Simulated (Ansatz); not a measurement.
Ideal-gas functions of `OC(S)(S)[SeH]` at 298.15 K and 1 bar, from an Ansatz frequency run at PBE0-D4/def2-TZVP.

Molar mass 175.14 g/mol, point group C1 (symmetry number 1), electronic degeneracy 1, moments of inertia 217.064, 344.172, 434.531 u Å². Harmonic wavenumbers (cm⁻¹, unscaled): 127, 177, 200, 216, 264, 301, 320, 357, 368, 461, 692, 716, 857, 912, 957, 1106, 1308, 2452, 2686, 2719, 3805.

Use S(trans) = R[1.5 ln M + 2.5 ln T − 1.1517]; rotational temperatures θ = 24.2544 K / I; S(rot) = R[ln(√π/σ · √(T³/θAθBθC)) + 1.5]; for each mode x = 1.438777 ν̃/T, S = R[x/(eˣ − 1) − ln(1 − e⁻ˣ)] and H = RT x/(eˣ − 1); 1 cm⁻¹ = 0.0119627 kJ/mol; R = 8.31446 J/(mol·K).

Task: By hand: the entropy, in J/(mol·K).

Result: Translation 173.3. Rotation: θ = 0.1117, 0.0705, 0.0558 K, giving 120.4. Vibration, mode by mode: 12.51, 9.87, 8.92, 8.34, 6.84, 5.91, 5.48, 4.75, 4.55, 3.19, 1.32, 1.20, 0.69, 0.56, 0.47, 0.25, 0.11, 0.00, 0.00, 0.00, 0.00, in all 75.0. Electronic 0.0. Sum 368.7 J/(mol·K).

Task: By hand: H − E and G − E in kJ/mol, counted from the electronic energy.

Result: Zero-point energy ½ × 21001 × 0.0119627 = 125.6; thermal vibration 13.2; translation, rotation and pV give 4 RT = 9.9. H − E = 148.7 kJ/mol, and G − E = 148.7 − 298.15 × 368.7/1000 = 38.8 kJ/mol.

Vibration gives 20 % of the entropy, 12.5 J/(mol·K) of it from the mode under 150 cm⁻¹: soft modes count most, and the harmonic formula is weakest for them. The sum counts one conformer and one mirror image; others add a mixing term.
